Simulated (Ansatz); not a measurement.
# Molecular dynamics of H5C10N

Input file:

```yaml
crystal:
  lattice:
    - [5.048742, 0.0, 0.0]
    - [0.0, 5.048742, 0.0]
    - [0.0, 0.0, 18.835561]
  atoms:
    - { symbol: H, position: [0.4277868, 0.0, 0.0530911] }
    - { symbol: H, position: [0.0722132, 0.0, 0.0530911] }
    - { symbol: H, position: [0.9277868, 0.0, 0.0530911] }
    - { symbol: H, position: [0.5722132, 0.0, 0.0530911] }
    - { symbol: H, position: [0.4277868, 0.5, 0.0530911] }
    - { symbol: H, position: [0.0722132, 0.5, 0.0530911] }
    - { symbol: H, position: [0.9277868, 0.5, 0.0530911] }
    - { symbol: H, position: [0.5722132, 0.5, 0.0530911] }
    - { symbol: C, position: [0.25, 0.0, 0.086788] }
    - { symbol: C, position: [0.75, 0.0, 0.086788] }
    - { symbol: C, position: [0.25, 0.5, 0.086788] }
    - { symbol: C, position: [0.75, 0.5, 0.086788] }
    - { symbol: C, position: [0.25, 0.25, 0.1341717] }
    - { symbol: C, position: [0.75, 0.25, 0.1341717] }
    - { symbol: C, position: [0.25, 0.75, 0.1341717] }
    - { symbol: C, position: [0.75, 0.75, 0.1341717] }
    - { symbol: C, position: [0.0, 0.25, 0.1815555] }
    - { symbol: C, position: [0.5, 0.25, 0.1815555] }
    - { symbol: C, position: [0.0, 0.75, 0.1815555] }
    - { symbol: C, position: [0.5, 0.75, 0.1815555] }
    - { symbol: C, position: [0.0, 0.0, 0.2289393] }
    - { symbol: C, position: [0.5, 0.0, 0.2289393] }
    - { symbol: C, position: [0.0, 0.5, 0.2289393] }
    - { symbol: C, position: [0.5, 0.5, 0.2289393] }
    - { symbol: C, position: [0.25, 0.0969069, 0.2741994] }
    - { symbol: C, position: [0.75, 0.0969069, 0.2741994] }
    - { symbol: C, position: [0.25, 0.4030931, 0.2550866] }
    - { symbol: C, position: [0.75, 0.4030931, 0.2550866] }
    - { symbol: H, position: [0.25, 0.4791182, 0.3098161] }
    - { symbol: H, position: [0.75, 0.4791182, 0.3098161] }
    - { symbol: "N", position: [0.0024796, 0.0605498, 0.4854033] }
    - { symbol: "N", position: [-0.0771786, 0.2739463, 0.4907124] }
basis:
  ecutwfc: 420.0
kpoints:
  mp_grid: { grid: [2, 2, 1] }
hamiltonian:
  xc: pbe
  dispersion: d3bj
  pseudopotentials: { kind: paw, azcp: { folder: soft_1 } }
scf:
  occupations: { method: fermi_dirac, width: 0.02 }
  lower_state_search: "off"
  convergence: { dr2_threshold: 0.1 }
  max_iter: 57
md:
  timestep: 0.5
  n_steps: 200
  ensemble: nve
  initial_velocities: zero
  seed: 386672
  initial_site_velocities:
    - { site: 30, velocity: [0.0, 0.0, -0.058687] }
    - { site: 31, velocity: [0.0, 0.0, -0.058687] }
  constraints: [{ sites: [0, 1, 2, 3, 4, 5, 6, 7, 8, 9, 10, 11, 12, 13, 14, 15] }]
```

Run as:

```bash
$ ansatz run input.yaml --threads 1 --pin off --max-ram 3072MiB --backend cpu --events-out ev --progress --plain --runs-dir out
```

It starts from an unrelaxed structure (largest force component 10.66 eV/Å).

Output, in part (warnings, step lines):

```
WARN: F and its Harris–Foulkes estimate disagree by 3.59e-2 eV at the final density (on a DFT+U run the figure also counts the on-site term, by absolute value) — the energy may not be reliable. Consider tightening scf.convergence.
WARN: F and its Harris–Foulkes estimate disagree by 2.86e-2 eV at the final density (on a DFT+U run the figure also counts the on-site term, by absolute value) — the energy may not be reliable. Consider tightening scf.convergence.
WARN: F and its Harris–Foulkes estimate disagree by 3.36e-2 eV at the final density (on a DFT+U run the figure also counts the on-site term, by absolute value) — the energy may not be reliable. Consider tightening scf.convergence.
WARN: F and its Harris–Foulkes estimate disagree by 5.69e-2 eV at the final density (on a DFT+U run the figure also counts the on-site term, by absolute value) — the energy may not be reliable. Consider tightening scf.convergence.
WARN: F and its Harris–Foulkes estimate disagree by 5.76e-2 eV at the final density (on a DFT+U run the figure also counts the on-site term, by absolute value) — the energy may not be reliable. Consider tightening scf.convergence.
WARN: F and its Harris–Foulkes estimate disagree by 5.35e-2 eV at the final density (on a DFT+U run the figure also counts the on-site term, by absolute value) — the energy may not be reliable. Consider tightening scf.convergence.
md step     0: t =     0.00 fs  T =  2417.6 K  F+E_penalty+E_count = -5923.09405358 eV  E_kin = 4.999973 eV  conserved = -5918.09408067 eV  (11 SCF iters)
[... lines left out ...]
```

The steps, from the saved trajectory:

```json
{"time (fs)": "0", "T (K)": "2418", "potential energy less start (eV)": "0.000", "conserved less start (meV/atom)": "0.00"}
{"time (fs)": "3", "T (K)": "3241", "potential energy less start (eV)": "-1.724", "conserved less start (meV/atom)": "-0.65"}
{"time (fs)": "6", "T (K)": "4565", "potential energy less start (eV)": "-4.492", "conserved less start (meV/atom)": "-1.60"}
{"time (fs)": "9", "T (K)": "4907", "potential energy less start (eV)": "-5.204", "conserved less start (meV/atom)": "-1.74"}
{"time (fs)": "12", "T (K)": "3932", "potential energy less start (eV)": "-3.174", "conserved less start (meV/atom)": "-1.30"}
{"time (fs)": "15", "T (K)": "3001", "potential energy less start (eV)": "-1.255", "conserved less start (meV/atom)": "-1.51"}
{"time (fs)": "18", "T (K)": "3242", "potential energy less start (eV)": "-1.770", "conserved less start (meV/atom)": "-2.03"}
{"time (fs)": "21", "T (K)": "4044", "potential energy less start (eV)": "-3.428", "conserved less start (meV/atom)": "-2.02"}
{"time (fs)": "24", "T (K)": "4568", "potential energy less start (eV)": "-4.536", "conserved less start (meV/atom)": "-2.79"}
{"time (fs)": "27", "T (K)": "3996", "potential energy less start (eV)": "-3.353", "conserved less start (meV/atom)": "-2.77"}
{"time (fs)": "30", "T (K)": "3139", "potential energy less start (eV)": "-1.582", "conserved less start (meV/atom)": "-2.84"}
{"time (fs)": "33", "T (K)": "2852", "potential energy less start (eV)": "-0.972", "conserved less start (meV/atom)": "-2.28"}
{"time (fs)": "36", "T (K)": "3049", "potential energy less start (eV)": "-1.401", "conserved less start (meV/atom)": "-2.96"}
{"time (fs)": "39", "T (K)": "3423", "potential energy less start (eV)": "-2.164", "conserved less start (meV/atom)": "-2.68"}
{"time (fs)": "42", "T (K)": "3164", "potential energy less start (eV)": "-1.620", "conserved less start (meV/atom)": "-2.38"}
{"time (fs)": "45", "T (K)": "2482", "potential energy less start (eV)": "-0.240", "conserved less start (meV/atom)": "-3.35"}
{"time (fs)": "48", "T (K)": "2133", "potential energy less start (eV)": "0.484", "conserved less start (meV/atom)": "-3.29"}
{"time (fs)": "51", "T (K)": "2278", "potential energy less start (eV)": "0.204", "conserved less start (meV/atom)": "-2.61"}
{"time (fs)": "54", "T (K)": "2746", "potential energy less start (eV)": "-0.784", "conserved less start (meV/atom)": "-3.29"}
{"time (fs)": "57", "T (K)": "2811", "potential energy less start (eV)": "-0.862", "conserved less start (meV/atom)": "-1.53"}
{"time (fs)": "60", "T (K)": "2111", "potential energy less start (eV)": "0.539", "conserved less start (meV/atom)": "-3.00"}
{"time (fs)": "63", "T (K)": "1830", "potential energy less start (eV)": "1.126", "conserved less start (meV/atom)": "-2.79"}
{"time (fs)": "66", "T (K)": "2248", "potential energy less start (eV)": "0.264", "conserved less start (meV/atom)": "-2.72"}
{"time (fs)": "69", "T (K)": "2502", "potential energy less start (eV)": "-0.260", "conserved less start (meV/atom)": "-2.67"}
{"time (fs)": "72", "T (K)": "2328", "potential energy less start (eV)": "0.108", "conserved less start (meV/atom)": "-2.38"}
{"time (fs)": "75", "T (K)": "2296", "potential energy less start (eV)": "0.179", "conserved less start (meV/atom)": "-2.27"}
{"time (fs)": "78", "T (K)": "2400", "potential energy less start (eV)": "-0.025", "conserved less start (meV/atom)": "-1.91"}
{"time (fs)": "81", "T (K)": "2766", "potential energy less start (eV)": "-0.790", "conserved less start (meV/atom)": "-2.16"}
{"time (fs)": "84", "T (K)": "3454", "potential energy less start (eV)": "-2.207", "conserved less start (meV/atom)": "-2.00"}
{"time (fs)": "87", "T (K)": "3740", "potential energy less start (eV)": "-2.793", "conserved less start (meV/atom)": "-1.85"}
{"time (fs)": "90", "T (K)": "3628", "potential energy less start (eV)": "-2.557", "conserved less start (meV/atom)": "-1.70"}
{"time (fs)": "93", "T (K)": "3593", "potential energy less start (eV)": "-2.448", "conserved less start (meV/atom)": "-0.56"}
{"time (fs)": "96", "T (K)": "3482", "potential energy less start (eV)": "-2.248", "conserved less start (meV/atom)": "-1.49"}
{"time (fs)": "99", "T (K)": "3497", "potential energy less start (eV)": "-2.262", "conserved less start (meV/atom)": "-0.92"}
```

All steps were run. The conserved energy stayed within 3.6 meV per atom of its start (net change 0.14 meV per atom), so there is no drift, though single steps change it by up to 72 meV in the whole system, a sign of fast motions only just resolved. A run of 0.1 ps of so small a system gives no equilibrium averages. The SCF threshold is loose, so the forces are noisy. Limits of this set-up: coarse k mesh, thin slab, slab without dipole correction.

Mean squared displacements from the first frame to the last: H 0.07 Å², C 0.04 Å², N 3.20 Å².

Last frame:

```xyz
32
Lattice="5.0487 0.0000 0.0000 0.0000 5.0487 0.0000 0.0000 0.0000 18.8356" Properties=species:S:1:pos:R:3
H 2.160 0.000 1.000
H 0.365 0.000 1.000
H 4.684 0.000 1.000
H 2.889 0.000 1.000
H 2.160 2.524 1.000
H 0.365 2.524 1.000
H 4.684 2.524 1.000
H 2.889 2.524 1.000
C 1.262 0.000 1.635
C 3.787 0.000 1.635
C 1.262 2.524 1.635
C 3.787 2.524 1.635
C 1.262 1.262 2.527
C 3.787 1.262 2.527
C 1.262 3.787 2.527
C 3.787 3.787 2.527
C 0.012 1.248 3.461
C 2.490 1.300 3.473
C 0.039 3.552 3.607
C 2.485 3.733 3.433
C 0.052 0.044 4.591
C 2.514 0.175 4.412
C 0.044 2.422 4.538
C 2.519 2.615 4.330
C 1.322 0.598 5.144
C 3.750 0.511 5.126
C 1.339 2.206 5.336
C 3.745 2.125 5.295
H 1.470 2.382 6.402
H 3.576 2.307 6.372
N 0.205 0.207 7.121
N -0.224 0.376 8.138
```

Time of the run: 20 min on 1 thread of Intel(R) Xeon(R) Platinum 8175M CPU @ 2.50GHz (Skylake/Cascade Lake), on a shared host, peak memory 0.77 GiB.
